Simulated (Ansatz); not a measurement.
`B[Te][SiH2]N` + H₂ → `B[TeH]` + `N[SiH3]`  (hydrogenolysis of a Te–Si bond)

Gas-phase electronic energies from Ansatz, PBE0-D4/def2-TZVP geometries. CCSD(T)/CBS adds triple-zeta CCSD(T) − MP2 to the extrapolated MP2 energy (def2 sets, frozen cores). This one scheme is used for every species. def2 core potentials past Kr. For Te outer-core shells are correlated without core-valence functions, which leaves a few kJ/mol of doubt a bond. Each species was taken in one conformer, which may not be the lowest.

```
       species  MP2/def2-QZVPP energy (Eh)
`B[Te][SiH2]N`                  -639.77176
            H₂                    -1.16658
      `B[TeH]`                  -294.17691
     `N[SiH3]`                  -346.74047
```

Task: Work out ΔE.

Result: ΔE = (-294.17691) + (-346.74047) − (-639.77176) − (-1.16658) = 0.02096 Eh = +55.0 kJ/mol. CCSD(T)/CBS gives +44.9 kJ/mol.

Largest T1 diagnostic among the species: 0.015.

At CCSD(T), def2-SVP lies −16.3 kJ/mol from the extrapolated value and def2-TZVPP −7.9 kJ/mol. From PBE to PBE0 (25 % exact exchange), in def2-TZVPP and without D4, ΔE moves by −3.7 kJ/mol. In def2-TZVPP, CCSD(T) changes the Hartree–Fock value by +27.2 kJ/mol (the triples alone add +7.0 kJ/mol) and MP2 by +40.8 kJ/mol.
